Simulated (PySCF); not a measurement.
Species: phenylhydrazine, C6H8N2.
Structure used (PBE0-D3(BJ)/def2-SVP), in Å, numbered top down from 1:
```xyz
16
C6H8N2 angstrom
N     -2.758   -0.670   -0.229
N     -1.898    0.391   -0.067
C     -0.529    0.262    0.000
C      0.089   -0.990    0.156
C      1.476   -1.085    0.244
C      2.279    0.051    0.180
C      1.668    1.298    0.024
C      0.287    1.408   -0.066
H     -2.816   -1.220    0.626
H     -2.452   -1.290   -0.983
H     -2.269    1.283   -0.366
H     -0.523   -1.892    0.213
H      1.933   -2.070    0.367
H      3.365   -0.031    0.248
H      2.279    2.203   -0.031
H     -0.179    2.390   -0.188
```

Method used: PBE0-D3(BJ)/def2-SVP geometry optimisation, gas phase in PySCF.

Masses are those of the commonest isotopes; rigid-rotor values at the optimised geometry. The values belong to one conformer with, in the numbering `[NH2:1][NH:2][c:3]1[cH:4][cH:5][cH:6][cH:7][cH:8]1`, H–N1–N2–C3 73° and -48°, N1–N2–C3–C4 -12°.

Q: What are A, B and C (GHz)?

A: Ia = 100.34, Ib = 330.65, Ic = 427.65 u·Å²; 505379 MHz·u·Å²/I gives 5037, 1528 and 1182 MHz, that is A = 5.0367, B = 1.5285, C = 1.1818 GHz.

Q: Classify the top.

A: An asymmetric top. Ray's parameter κ = (2B − A − C)/(A − C) = -0.820; −1 is the prolate and +1 the oblate limit.

Q: What does the inertial defect say?

A: Not planar: Δ = Ic − Ia − Ib = -3.33 u·Å². For a rigid frame Δ = −2 Σ m c², so Σ m c² = 1.67 u·Å² lies off the ab plane: 1.39 from hydrogen and 0.28 from heavier atoms. The atom farthest from that plane is 0.91 Å away.

Q: Give the other two planar moments, Paa and Pbb, and the rms extents of the mass along the axes.

A: Paa = Σ m a² = (Ib + Ic − Ia)/2 = 328.98 and Pbb = Σ m b² = (Ia + Ic − Ib)/2 = 98.67 u·Å². With the mass M = 108.07 u, the rms extents √(P/M) along a, b and c are 1.74, 0.96, 0.12 Å.

Q: Which types of transition are allowed, and where do some lines up to J = 2 fall?

A: The dipole components are |μa| = 0.69 D, |μb| = 0.26 D, |μc| = 0.27 D. Intensities carry the squares of the components, which stand as 1.00 : 0.14 : 0.16 (a : b : c). Some lines, for components of 0.1 D or more:

```
type  branch         J(Ka,Kc)    MHz  lower level (cm⁻¹)
   a       Q  1(1,0) ← 1(1,1)    347               0.207
   a       Q  2(1,1) ← 2(1,2)   1040               0.377
   b       R  2(0,2) ← 1(1,1)   1888               0.207
   a       R  1(0,1) ← 0(0,0)   2710               0.000
   c       Q  2(1,2) ← 2(0,2)   3186               0.270
   c       Q  1(1,1) ← 1(0,1)   3508               0.090
   b       Q  1(1,0) ← 1(0,1)   3855               0.090
   b       Q  2(1,1) ← 2(0,2)   4226               0.270
   a       R  2(1,2) ← 1(1,1)   5074               0.207
   a       R  2(0,2) ← 1(0,1)   5396               0.090
   a       R  2(1,1) ← 1(1,0)   5767               0.219
   b       R  1(1,1) ← 0(0,0)   6218               0.000
   c       R  1(1,0) ← 0(0,0)   6565               0.000
   b       R  2(1,2) ← 1(0,1)   8582               0.090
   c       R  2(1,1) ← 1(0,1)   9622               0.090
   c       Q  2(2,1) ← 2(1,1)  10525               0.411
   b       Q  2(2,0) ← 2(1,1)  10549               0.411
   b       Q  2(2,1) ← 2(1,2)  11565               0.377
   b       R  2(2,1) ← 1(1,0)  16292               0.219
   c       R  2(2,0) ← 1(1,0)  16316               0.219
   c       R  2(2,1) ← 1(1,1)  16639               0.207
   b       R  2(2,0) ← 1(1,1)  16663               0.207
```

Stationary, but not proved a minimum. Zero-point vibration and centrifugal distortion are left out. A rigid rotor knows nothing of inversion at nitrogen, which can split or shift real lines. Quadrupole hyperfine structure (14N) is left out.
